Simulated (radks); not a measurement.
Values are calculated unless marked as measured or tabulated.
Question: Neutral mercury, [Hg]. Code: a radial shooting solver on a logarithmic mesh with Libxc functionals. Model: non-relativistic Kohn-Sham, exchange-only PBE, spin-polarised, spherical densities, point nucleus. Every spin shell is full or empty, so the densities are truly spherical. Functionals are evaluated on that one density, not self-consistently. Rank these orbital-free kinetic functionals by their error against the exact value of the orbitals, and give that value: Thomas-Fermi, von Weizsacker, TF + vW, TF + vW/5, APBEK, Perdew 92, Thakkar, Pearson, LKT, PG1, DePristo-Kress, Ernzerhof.

Answer: Exact: 18407.8 hartree. From best to worst, with 100 (|E| - |E exact|)/|E exact| (equal figures are ties): APBEK +0.04, DePristo-Kress -0.20, Ernzerhof -0.48, Perdew 92 -0.68, Thakkar -0.78, Pearson -0.84, TF + vW/5 +2.46, Thomas-Fermi -4.62, PG1 +12.40, LKT +15.91, TF + vW +30.78, von Weizsacker -64.60.
